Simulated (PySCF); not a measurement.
Molecule: `CS[SiH2]c1cccs1`, C$_{5}$H$_{8}$S$_{2}$Si.

Bonds (- single, = double, # triple, : aromatic): C1-S2, S2-Si3, Si3-C4, C4:C5, C5:C6, C6:C7, C7:S8, S8:C4. C1 carries H9, H10, H11; Si3 carries H12, H13; C5 carries H14; C6 carries H15; C7 carries H16.

Frames of a GFN2-xTB Langevin trajectory at 300 K; GIAO PBE0/pcSseg-1 shieldings in PySCF 2.14.0 with density-fitted response routines, gas phase, non-relativistic; equivalent atoms averaged within each frame.

Chemical shifts δ = σref − σ; $^{13}$C (σ = 186.93 ppm) and $^{29}$Si (σ = 349.16 ppm) and $^{1}$H (σ = 31.72 ppm) against TMS; $^{33}$S (σ = 503.73 ppm) vs CS2, all at this level. The references are static minima.

How do the shifts (ppm) fluctuate along the trajectory?

## Answers


```tsv
time (fs)	C4	C7	C5	C6	C1	S8	S2	Si3	H14	H16
optimised geometry	137.6	143.7	141.7	131.8	14.6	257	-204	-34.3	7.72	7.66
250	146.1	145.0	144.8	136.3	18.2	263	-181	-41.7	8.25	7.94
425	146.0	140.4	156.3	144.6	17.2	234	-176	-38.0	8.69	6.72
625	137.5	136.8	147.2	133.4	19.9	264	-202	-28.3	7.79	7.17
800	143.0	143.4	148.7	131.8	6.7	285	-177	-27.7	7.43	7.75
1000	137.8	146.0	149.4	132.6	16.0	275	-188	-37.1	8.49	8.42
mean of frames	142.1	142.3	149.3	135.7	15.6	264	-185	-34.6	8.13	7.60
standard deviation	4.2	3.7	4.3	5.2	5.2	19	11	6.2	0.51	0.66
```

5 frames give an uncertainty of the mean of about the standard deviation over 2.2 at best, since frames this close in time may not be independent; classical motion lacks zero-point vibration, and the reference would need the same averaging.
